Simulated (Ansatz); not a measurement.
Reaction (ligand exchange at the Si–F bond): `O[Si](O)(F)C[SiH2]Cl` + HCl → `O[Si](O)(Cl)C[SiH2]Cl` + H–F

Gas-phase electronic energies from Ansatz, PBE0-D4/def2-TZVP geometries. CBS: MP2 limit from def2 TZ/QZ plus the TZ coupled-cluster correction, frozen cores. This one scheme is used for every species. Functionals use def2-TZVPP. Each species was taken in one conformer, which may not be the lowest.

Problem. Is it downhill or uphill in electronic energy at CCSD(T)/CBS, and by how much? (Estimate.)

Solution. Computed: Uphill: ΔE = +11.3 kcal/mol.

Problem. What do these levels give: PBE0-D4, ωB97M-V, B2PLYP, PBE, PBE0, SCS-MP2/def2-TZVPP, CCSD/def2-TZVPP, CCSD(T)/def2-TZVPP, HF/def2-QZVPP, SCS-MP2/def2-QZVPP, HF/CBS(def2), CCSD/CBS(def2)? (An estimate is asked.)

Solution. Ansatz gave: PBE0-D4 10.0, ωB97M-V 11.8, B2PLYP 13.4, PBE 11.1, PBE0 11.2, SCS-MP2/def2-TZVPP 12.3, CCSD/def2-TZVPP 13.3, CCSD(T)/def2-TZVPP 12.4, HF/def2-QZVPP 16.6, SCS-MP2/def2-QZVPP 11.7, HF/CBS(def2) 16.7, CCSD/CBS(def2) 12.1 kcal/mol.

Largest T1 diagnostic among the species: 0.011.

In def2-TZVPP, CCSD(T) changes the Hartree–Fock value by −3.8 kcal/mol (the triples alone add −0.9 kcal/mol) and MP2 by −5.7 kcal/mol. The D4 term adds −2.3 kcal/mol with B3LYP and −1.3 kcal/mol with PBE0; it sums over pairs of atoms, weighted by their polarisabilities, and B3LYP, whose exchange is more repulsive, gets the larger term.

B3LYP here is the variant with VWN-RPA as its local correlation; programs differ in this.
